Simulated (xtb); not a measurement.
C$_{5}$H$_{4}$N (SMILES [c]1ccccn1), doublet, geometry from GFN2-xTB. Base run: xtb with GFN2-xTB.

Geometry (Å):
```xyz
10

C      0.6321    -1.2202     0.0021
N     -0.6463    -1.2344    -0.0542
C     -1.3425    -0.1054    -0.0610
C     -0.6770     1.1074    -0.0065
C      0.7118     1.1135     0.0545
C      1.4149    -0.0855     0.0602
H     -2.4199    -0.1834    -0.1098
H     -1.2328     2.0326    -0.0114
H      1.2498     2.0508     0.0977
H      2.4913    -0.1175     0.1067
```
Charge 0, spin multiplicity 2.
All else is at xtb's defaults.
Base energy -15.55081 Eh.

The base run was repeated with changes; each row names its change, and settings that it needs were set with it.

```
change         ΔE vs base (kJ/mol)  dipole (D)  SCF cycles
-------------  -------------------  ----------  ----------
base                          0.00        2.51          11
etemp = 10000               -135.9        2.26          12
acc = 0.1                     0.00        2.51          13
alpb = ch2cl2               -19.80        2.71          11
acc = 0.0001                  0.00        2.51          18
etemp = 3000                 -2.62        2.44          12
etemp = 1000                  0.00        2.51          11
```

ALPB and GBSA are two models with their own fitted parameters for each solvent, which aren't always the measured dielectric constant.
